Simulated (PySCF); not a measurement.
Q: Give a PBE0-D3(BJ)/def2-SVP geometry of `C#C[SiH2][Se][SiH3]`.

A: 
```
atom  x, y, z in Å
C1     1.6942   -1.7986    0.4730
C2     1.5191   -0.6134    0.2577
Si3    1.1763    1.1541   -0.0740
Se4   -0.6631    1.3623   -1.4099
Si5   -1.9787   -0.0159   -0.1411
H6     1.8550   -2.8455    0.6596
H7     0.9627    1.8431    1.2306
H8     2.3110    1.7761   -0.8099
H9    -3.3855    0.3019   -0.5201
H10   -1.6929   -1.4520   -0.4211
H11   -1.7598    0.2625    1.3096
```

Any rigid rotation of these coordinates is as good. Atoms count from 1 in this order. Si5 (SiH3 silicon) is distorted tetrahedral (angles from 105.8° to 111.4°). Si3 (SiH2 silicon) is tetrahedral (angles from 106.7° to 110.8°).

Bonds between heavy atoms (Å): C1≡C2 1.217, C2–Si3 1.831, Si3–Se4 2.283, Se4–Si5 2.289.

The calculation used PBE0-D3(BJ)/def2-SVP geometry optimisation, gas phase (PySCF 2.14.0).

Point group: C1 (no symmetry element, even within 0.4 Å). No frequency check. One conformer, not necessarily the lowest (C2–Si3–Se4–Si5 50°).
